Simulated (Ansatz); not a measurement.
Born–Oppenheimer molecular dynamics of C₂H₅FO₂Si (11 atoms, charge 0, multiplicity 1). It starts from a relaxed structure.

Computed with RKS PBE0/STO-3G in Ansatz.

- ensemble: NVT, Langevin thermostat
- time step: 0.25 fs
- steps asked: 100
- set temperature: 300 K
- friction: 0.01 /fs
- temperature schedule: 25 steps to 300 K, then 75 steps to 10 K
- seed: 673106

Frames 1.25 fs apart, positions in Å, forces in eV/Å.

Velocities at 0.0 fs (Å/ps):

```
O -3.88 1.88 1.50
Si 0.47 -4.07 -0.60
F -2.27 4.10 -5.78
C 0.46 7.69 0.76
C 0.70 -9.97 1.83
O 4.43 1.64 7.54
H -0.71 -5.47 -27.78
H 16.15 7.29 -3.57
H 4.23 19.81 -11.78
H -9.89 -9.69 12.41
H -2.79 -4.58 -17.72
```

```xyz
11
Properties=species:S:1:pos:R:3:forces:R:3 time_fs=0.0 energy_less_start_eV=0.000 T=273
O 0.777 -0.588 1.740 0.00 0.00 0.00
Si -0.746 -0.081 1.197 -0.01 0.01 0.00
F -1.351 1.115 2.132 0.00 -0.01 0.00
C -0.277 0.582 -0.509 0.00 0.00 0.00
C 0.485 -0.325 -1.434 0.00 0.00 0.00
O 1.208 0.634 -0.594 0.00 0.00 0.00
H 1.360 -0.165 1.005 0.00 0.00 0.00
H -1.711 -1.162 1.156 0.00 0.00 0.00
H -0.783 1.443 -0.976 0.00 0.00 0.00
H 0.494 -0.117 -2.516 0.00 0.00 0.00
H 0.610 -1.391 -1.180 0.00 0.00 0.00
11
Properties=species:S:1:pos:R:3:forces:R:3 time_fs=1.2 energy_less_start_eV=0.040 T=262
O 0.773 -0.586 1.741 0.65 0.24 -0.60
Si -0.745 -0.086 1.196 0.09 0.67 0.02
F -1.354 1.119 2.125 0.03 -0.14 -0.05
C -0.276 0.593 -0.508 0.10 -0.04 -0.41
C 0.487 -0.339 -1.432 -0.18 1.11 0.62
O 1.214 0.635 -0.584 -0.30 -0.43 -0.30
H 1.358 -0.175 0.972 -0.44 -0.27 0.63
H -1.694 -1.157 1.149 -0.35 -0.35 -0.02
H -0.778 1.467 -0.990 0.25 -0.49 0.26
H 0.480 -0.127 -2.501 0.10 0.15 -0.46
H 0.605 -1.398 -1.203 0.06 -0.44 0.31
11
Properties=species:S:1:pos:R:3:forces:R:3 time_fs=2.5 energy_less_start_eV=0.108 T=224
O 0.770 -0.583 1.743 0.97 0.29 -0.88
Si -0.745 -0.092 1.195 0.01 1.09 0.02
F -1.356 1.123 2.117 0.06 -0.29 -0.10
C -0.274 0.603 -0.508 0.31 -0.38 -0.61
C 0.488 -0.352 -1.431 -0.26 1.86 1.07
O 1.220 0.636 -0.575 -0.59 -0.84 -0.61
H 1.352 -0.189 0.949 -0.60 -0.34 0.95
H -1.686 -1.161 1.141 -0.48 -0.45 -0.03
H -0.771 1.482 -1.002 0.34 -0.67 0.37
H 0.469 -0.134 -2.493 0.18 0.23 -0.67
H 0.601 -1.413 -1.224 0.07 -0.49 0.50
11
Properties=species:S:1:pos:R:3:forces:R:3 time_fs=3.8 energy_less_start_eV=0.151 T=192
O 0.767 -0.577 1.743 1.02 0.14 -0.79
Si -0.744 -0.098 1.194 -0.30 1.30 0.00
F -1.358 1.127 2.110 0.09 -0.44 -0.15
C -0.273 0.613 -0.508 0.62 -0.96 -0.57
C 0.489 -0.361 -1.429 -0.28 2.03 1.21
O 1.225 0.635 -0.567 -0.80 -1.13 -0.85
H 1.340 -0.205 0.936 -0.45 -0.23 0.89
H -1.686 -1.173 1.134 -0.40 -0.34 -0.02
H -0.760 1.488 -1.006 0.24 -0.52 0.29
H 0.464 -0.139 -2.492 0.24 0.25 -0.58
H 0.596 -1.435 -1.238 0.04 -0.10 0.56
11
Properties=species:S:1:pos:R:3:forces:R:3 time_fs=5.0 energy_less_start_eV=0.178 T=173
O 0.766 -0.572 1.742 0.70 -0.18 -0.26
Si -0.743 -0.104 1.192 -0.71 1.42 -0.01
F -1.359 1.130 2.103 0.13 -0.60 -0.20
C -0.271 0.622 -0.508 0.93 -1.62 -0.35
C 0.491 -0.367 -1.424 -0.28 1.96 0.81
O 1.228 0.633 -0.559 -0.89 -1.30 -0.97
H 1.320 -0.223 0.935 0.05 0.05 0.40
H -1.692 -1.187 1.128 -0.23 -0.15 0.00
H -0.746 1.489 -1.002 0.01 -0.16 0.08
H 0.466 -0.139 -2.500 0.28 0.13 -0.03
H 0.590 -1.457 -1.244 -0.01 0.44 0.54
11
Properties=species:S:1:pos:R:3:forces:R:3 time_fs=6.2 energy_less_start_eV=0.224 T=136
O 0.765 -0.566 1.740 0.23 -0.55 0.47
Si -0.743 -0.110 1.190 -1.09 1.50 -0.03
F -1.360 1.133 2.097 0.17 -0.73 -0.24
C -0.268 0.630 -0.508 1.14 -2.24 -0.03
C 0.492 -0.370 -1.418 -0.24 1.89 0.30
O 1.231 0.630 -0.551 -0.85 -1.36 -1.03
H 1.303 -0.240 0.941 0.65 0.38 -0.30
H -1.703 -1.197 1.120 -0.02 0.05 0.02
H -0.731 1.490 -0.996 -0.23 0.25 -0.16
H 0.474 -0.137 -2.508 0.29 -0.02 0.53
H 0.585 -1.471 -1.238 -0.04 0.82 0.48
11
Properties=species:S:1:pos:R:3:forces:R:3 time_fs=7.5 energy_less_start_eV=0.255 T=104
O 0.765 -0.560 1.739 0.05 -0.73 0.82
Si -0.742 -0.114 1.188 -1.46 1.46 -0.05
F -1.361 1.135 2.092 0.19 -0.82 -0.26
C -0.265 0.635 -0.508 1.14 -2.44 0.18
C 0.491 -0.370 -1.410 -0.18 1.86 -0.14
O 1.232 0.625 -0.545 -0.76 -1.30 -1.01
H 1.295 -0.250 0.939 0.91 0.52 -0.62
H -1.716 -1.208 1.115 0.22 0.30 0.04
H -0.718 1.497 -0.994 -0.33 0.40 -0.25
H 0.483 -0.135 -2.509 0.28 -0.13 0.86
H 0.581 -1.473 -1.224 -0.07 0.89 0.43
11
Properties=species:S:1:pos:R:3:forces:R:3 time_fs=8.8 energy_less_start_eV=0.230 T=126
O 0.765 -0.556 1.738 0.33 -0.64 0.49
Si -0.742 -0.116 1.186 -1.66 1.37 -0.06
F -1.363 1.135 2.087 0.19 -0.85 -0.27
C -0.262 0.637 -0.509 0.88 -2.12 0.22
C 0.490 -0.369 -1.401 -0.07 1.82 -0.39
O 1.233 0.620 -0.540 -0.63 -1.16 -0.89
H 1.297 -0.253 0.923 0.64 0.40 -0.24
H -1.725 -1.217 1.110 0.39 0.48 0.05
H -0.711 1.506 -0.997 -0.23 0.20 -0.14
H 0.499 -0.133 -2.500 0.23 -0.19 0.83
H 0.579 -1.464 -1.205 -0.08 0.68 0.39
11
Properties=species:S:1:pos:R:3:forces:R:3 time_fs=10.0 energy_less_start_eV=0.184 T=150
O 0.766 -0.552 1.738 0.85 -0.40 -0.23
Si -0.743 -0.117 1.184 -1.64 1.31 -0.01
F -1.365 1.135 2.082 0.18 -0.83 -0.26
C -0.258 0.635 -0.509 0.38 -1.44 0.10
C 0.488 -0.363 -1.393 0.06 1.62 -0.34
O 1.233 0.613 -0.536 -0.40 -0.90 -0.70
H 1.308 -0.246 0.902 0.07 0.15 0.52
H -1.728 -1.220 1.109 0.43 0.52 0.04
H -0.710 1.516 -1.003 0.00 -0.21 0.11
H 0.519 -0.134 -2.479 0.16 -0.13 0.38
H 0.577 -1.447 -1.184 -0.08 0.31 0.38
11
Properties=species:S:1:pos:R:3:forces:R:3 time_fs=11.2 energy_less_start_eV=0.156 T=161
O 0.769 -0.548 1.737 1.09 -0.23 -0.69
Si -0.745 -0.117 1.182 -1.35 1.28 0.07
F -1.366 1.133 2.077 0.14 -0.76 -0.21
C -0.254 0.632 -0.507 -0.06 -0.84 0.07
C 0.486 -0.356 -1.385 0.17 1.27 -0.19
O 1.232 0.606 -0.533 -0.10 -0.57 -0.44
H 1.321 -0.240 0.888 -0.35 -0.01 1.01
H -1.725 -1.217 1.108 0.34 0.43 0.02
H -0.704 1.521 -1.005 0.11 -0.42 0.25
H 0.540 -0.134 -2.457 0.09 -0.05 -0.21
H 0.573 -1.426 -1.158 -0.08 -0.10 0.33
11
Properties=species:S:1:pos:R:3:forces:R:3 time_fs=12.5 energy_less_start_eV=0.129 T=191
O 0.773 -0.546 1.735 0.95 -0.19 -0.73
Si -0.747 -0.116 1.179 -0.82 1.30 0.11
F -1.367 1.129 2.072 0.07 -0.63 -0.13
C -0.249 0.629 -0.506 -0.49 -0.33 0.20
C 0.483 -0.347 -1.377 0.37 0.60 -0.33
O 1.232 0.597 -0.530 0.24 -0.15 -0.18
H 1.332 -0.233 0.889 -0.48 -0.04 1.05
H -1.716 -1.208 1.107 0.13 0.19 0.00
H -0.697 1.521 -1.002 0.14 -0.45 0.30
H 0.564 -0.136 -2.443 0.00 -0.03 -0.48
H 0.571 -1.409 -1.127 -0.11 -0.27 0.21
11
Properties=species:S:1:pos:R:3:forces:R:3 time_fs=13.8 energy_less_start_eV=0.110 T=203
O 0.779 -0.542 1.732 0.45 -0.28 -0.34
Si -0.751 -0.115 1.176 -0.18 1.36 0.15
F -1.367 1.125 2.066 -0.01 -0.46 -0.02
C -0.246 0.625 -0.504 -0.83 0.08 0.35
C 0.481 -0.338 -1.369 0.58 -0.35 -0.65
O 1.231 0.588 -0.527 0.56 0.28 0.07
H 1.336 -0.222 0.905 -0.29 0.06 0.64
H -1.706 -1.195 1.106 -0.14 -0.13 -0.02
H -0.690 1.518 -0.997 0.10 -0.36 0.28
H 0.588 -0.139 -2.437 -0.10 -0.08 -0.43
H 0.565 -1.399 -1.091 -0.15 -0.11 -0.03
```

Of the whole run (25 fs, mean temperature of the second half 137 K): The schedule's set-point averaged 107 K over the second half and the system 137 K, so it lags behind the ramp. A run of 0.025 ps of so small a system gives no equilibrium averages. Limits of this set-up: minimal basis.

Time of the run: 3.5 min on 1 thread of Arm Neoverse V2 (shared host), peak memory 0.11 GiB.
